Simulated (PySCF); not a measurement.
Fe (iron, neutral) across methods

[Ar] 3d7 4s1, high-spin 5F determinant (an excited configuration). All numbers are calculated (PySCF 2.14, the non-relativistic Hamiltonian (point nucleus), in aug-cc-pVTZ with one added diffuse shell each of s, p, d, f, g type (9s8p6d4f3g, 118 functions)).

| method | E (hartree) | mean ε 3d α (eV) | mean ε 3d β (eV) | mean ε 4s α (eV) | Σ⟨r²⟩ (bohr²) | ⟨S²⟩ |
| --- | --- | --- | --- | --- | --- | --- |
| UHF | -1262.38598 | -12.159 | -8.733 | -6.231 | 35.48 | 6.005 |
| M06 | -1263.596 | -7.120 | -4.114 | -5.150 | 34.64 | 6.025 |
| PBE0 | -1263.453 | -6.693 | -4.289 | -5.120 | 34.79 | 6.003 |
| PW91 | -1263.780 | -4.893 | -2.791 | -4.679 | 35.12 | 6.002 |
| LDA | -1261.213 | -5.097 | -2.740 | -4.796 | 34.95 | 6.004 |
| PBE | -1263.441 | -4.843 | -2.711 | -4.617 | 35.23 | 6.002 |
| wB97X-V | -1263.515 | -9.064 | -6.846 | -6.750 | 35.04 | 6.005 |

Question: Estimate the same row for r2SCAN.

Answer: E (hartree) = -1263.655; mean ε 3d α (eV) = -4.995; mean ε 3d β (eV) = -2.746; mean ε 4s α (eV) = -4.868; Σ⟨r²⟩ (bohr²) = 34.71; ⟨S²⟩ = 6.003.
